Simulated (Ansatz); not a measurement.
A structure relaxed at PBE-D4/def2-TZVP in Ansatz, charge 1, doublet:

Cartesian coordinates in Å:
```
Pt 0.590 1.022 -0.729
Se 0.700 -0.736 0.854
Se -1.290 -0.286 -0.125
```

(1) Give its formula and point group.

(2) Summarise the bond lengths by kind (pairs closer than 1.2 times the sum of covalent radii, bridged metal pairs left out).

Results:

(1) PtSe₂⁺. Point group C2v (tolerance 0.1 Å).

(2) 2 × Pt–Se 2.37 Å; 1 × Se–Se 2.26 Å. The metal has 2 neighbours: Se 2.37 Å, Se 2.37 Å.

In the def2 sets Pt takes a core potential; there is no spin–orbit coupling. The relaxation made no stability test and no search for a lower SCF solution. The structure comes from a short search, and lower isomers may exist.
